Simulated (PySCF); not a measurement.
**Working out the excitation energy of Sn**

Sn [Kr] 4d10 5s2 5p2 (3P) → Sn [Kr] 4d10 5s1 5p2 5d1 (high-spin determinant). Calculation: PySCF 2.14, in aug-cc-pVTZ-PP with ECP28MDF; a scalar-relativistic core potential. Frozen: 4s2 4p6 4d10. Energies in hartree (1 hartree = 27.21139 eV):

```json
{"part": "UHF", "Sn (lower)": "-213.340271", "Sn (upper)": "-212.985896"}
{"part": "CCSD correlation", "Sn (lower)": "-0.056563", "Sn (upper)": "-0.024305"}
{"part": "(T)", "Sn (lower)": "-0.001661", "Sn (upper)": "-0.002142"}
```

Problem. What does Hartree-Fock give?

Solution. (-212.985896) − (-213.340271) = 0.354375 hartree = 9.643 eV.

Problem. What do CCSD and CCSD(T) give?

Solution. The CCSD correlation energies differ by 0.032258 hartree = 0.878 eV and the triples by -0.000481 hartree = -0.013 eV, so CCSD gives 10.521 eV and CCSD(T) 10.508 eV.

One determinant mixes LS terms, so it does not stand for a single term.

The upper state lies above the first ionisation limit, but in LS coupling its spin forbids autoionisation to the ground ion; at this Z spin-orbit coupling breaks that rule.

The coupled-cluster amplitudes are large, so a single reference is strained.
